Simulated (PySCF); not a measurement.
Part of a log for germanium difluoride, `[F][Ge][F]` [singlet]: ground state, then the species with a core hole.

Level of theory: PySCF, delta-SCF UKS SCAN, pcX-2 on the ionised atom, pcseg-1 elsewhere, spin-free X2C. Atoms in this output count from 0. The cycles run on a coarse integration grid; for E(ground) and E(ion) the exchange–correlation energy is redone on a finer one, so they differ from the last cycle, and only they enter the binding energy.

Coordinates (Å, GFN2-xTB):
```
F     -1.315992    -0.413987    -0.001642
Ge     0.000258     0.812348    -0.013050
F      1.327215    -0.400899     0.002139
```

```
ground state, core basis on atom 0 (F), 86 functions
  cycle   1  E = -2293.71842792  |g| = 9.24e-01
  cycle   2  E = -2292.14379563  |g| = 3.00e+00
  cycle   3  E = -2293.85384687  |g| = 2.84e-01
  cycle   4  E = -2293.85424676  |g| = 3.14e-01
  cycle   5  E = -2293.86934357  |g| = 4.94e-02
  cycle   6  E = -2293.86984587  |g| = 4.39e-03
  cycle   7  E = -2293.86985307  |g| = 9.19e-04
  cycle   8  E = -2293.86984886  |g| = 2.13e-04
  E(ground) = -2293.99284978 Eh
hole in F 1s of atom 0
  cycle   1  E = -2267.53787998  |g| = 2.59e+00
  cycle   2  E = -2267.48375651  |g| = 2.16e+00
  cycle   3  E = -2268.38082070  |g| = 4.62e-01
  cycle   4  E = -2268.12102480  |g| = 9.49e-01
  cycle   5  E = -2268.45095663  |g| = 3.22e-02
  cycle   6  E = -2268.45144066  |g| = 2.18e-02
  cycle   7  E = -2268.45164055  |g| = 3.34e-03
  cycle   8  E = -2268.45164725  |g| = 1.26e-03
  cycle   9  E = -2268.45164532  |g| = 2.01e-04
  E(ion) = -2268.58319313 Eh   <S^2> = 0.7578   hole on atom = 1.000
```

Problem. What is the F 1s binding energy of atom 0?

Solution. (-2268.583193 − (-2293.992850)) Eh × 27.2114 eV/Eh = 691.43 eV, for the fluorine bonded to Ge.

Geometry: GFN2-xTB; no solvent, vibrations or thermal averaging.

Hardware: one thread, x86-64 server, shared host. Cost: 2.4 s.
Labels such as C1 count atoms from 1, the log's own numbers from 0.
